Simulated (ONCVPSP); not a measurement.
## An all-electron radial function and its pseudo partner (beryllium (Be))

Columns: radius, all-electron u(r) and pseudo u(r) of the 2s shell (level -5.61 eV) of beryllium in the configuration [He] 2s2; PBE, scalar-relativistic, ONCV scheme, ONCVPSP 4.0.1.

```csv
r (bohr),all-electron,pseudo
0.093,-0.1878,0.0198
0.185,-0.2500,0.0409
0.278,-0.2401,0.0646
0.370,-0.1898,0.0912
0.463,-0.1171,0.1213
0.555,-0.0356,0.1543
0.648,0.0492,0.1909
0.740,0.1309,0.2302
0.833,0.2086,0.2729
0.925,0.2792,0.3177
1.018,0.3433,0.3643
1.110,0.3997,0.4103
1.203,0.4501,0.4548
1.295,0.4935,0.4953
1.388,0.5308,0.5313
1.480,0.5614,0.5615
1.573,0.5864,0.5864
1.665,0.6057,0.6057
1.758,0.6202,0.6202
1.850,0.6299,0.6299
1.943,0.6355,0.6355
2.035,0.6375,0.6375
2.128,0.6361,0.6361
2.220,0.6319,0.6319
2.313,0.6251,0.6251
2.405,0.6163,0.6163
```

Question: How many radial nodes do the two functions have?

Answer: The all-electron 2s function has n − l − 1 = 1; the pseudo-wave has 0, since the states of the same l below it are removed with the core.

Question: At about which radius was the pseudo-wave matched?

Answer: 1.85 bohr. The columns agree to 0.0005 from 1.39 bohr on; several derivatives are matched, so the curves merge somewhat inside the radius.

Question: Where does each function peak?

Answer: Outermost all-electron maximum near 2.04 bohr, pseudo maximum near 2.04 bohr (to the table’s step).

Question: Is the pseudo-wave norm-conserving?

Answer: Yes: the ONCV scheme keeps the norm inside the radius equal to the all-electron one, which fixes the energy derivative of the logarithmic derivative at the level.
